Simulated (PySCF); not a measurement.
AlH3, charge -1, multiplicity 2. Atoms are numbered in the order given.

```xyz
4

Al     0.0000     0.0000    -0.0956
H      1.3584     0.7843     0.4143
H     -1.3584     0.7843     0.4143
H      0.0000    -1.5685     0.4143
```
Charge -1, spin multiplicity 2.

Geometry optimised at PBE-D3(BJ)/def2-TZVPD. The spin state was assumed, not searched. The isomer is the one that the SMILES or the coordinates give; other isomers of the formula were not compared.

Method: PBE-D3(BJ)/def2-TZVPD (PySCF).

Frequencies are harmonic and unscaled.

Modes within 1.5 cm⁻¹ of each other (mostly degenerate sets) share a row, with their intensities summed.

Computed harmonic wavenumbers and intensities:
```
mode  ν (cm⁻¹)  IR (km/mol)  moving atoms (share of kinetic energy)
----  --------  -----------  --------------------------------------
1          622        248.5                          H 91 %, Al 9 %
2–3        722        273.7                                  H 96 %
4–5       1626       1136.6                                  H 95 %
6         1642        204.7                                  H 99 %
```
